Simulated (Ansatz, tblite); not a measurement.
Forces on Sr₂O₃⁻ at its PBE0-D4/def2-SVPD geometry. Charge -1, multiplicity 2.

In the def2 sets Sr takes a core potential; there is no spin–orbit coupling. The xTB rows come from tblite. At PBE-D4/def2-TZVPD the highest occupied level of the charge -1 doublet lies above zero (up to 0.12 eV). The electron is either unbound and held by the finite basis, or the level is raised by self-interaction error. Another isomer (doublet) lies 0.22 eV lower at PBE0-D4/def2-TZVPD; other spin states weren't run for this one.

GFN1-xTB (tblite), largest force 1.94 eV/Å:

```xyz
5
positions Å, forces eV/Å
Sr   -0.417    1.691    1.680   -0.033    0.132    0.131
Sr    0.149   -0.606   -0.600    0.335   -1.358   -1.351
O    -1.596    0.182    0.686    0.190    0.134    0.061
O     1.294    1.045    0.535   -0.226    0.010    0.083
O     0.570   -2.313   -2.300   -0.267    1.081    1.077
```

GFN2-xTB (tblite), largest force 1.45 eV/Å:

```
Sr -0.021 0.086 0.086
Sr 0.249 -1.010 -1.005
O 0.296 0.266 0.146
O -0.377 0.065 0.181
O -0.146 0.593 0.591
```

PBE-D4/def2-TZVPD (Ansatz), largest force 0.29 eV/Å:

```
Sr -0.022 0.091 0.090
Sr 0.051 -0.206 -0.205
O -0.009 0.027 0.027
O -0.005 0.028 0.027
O -0.015 0.061 0.061
```
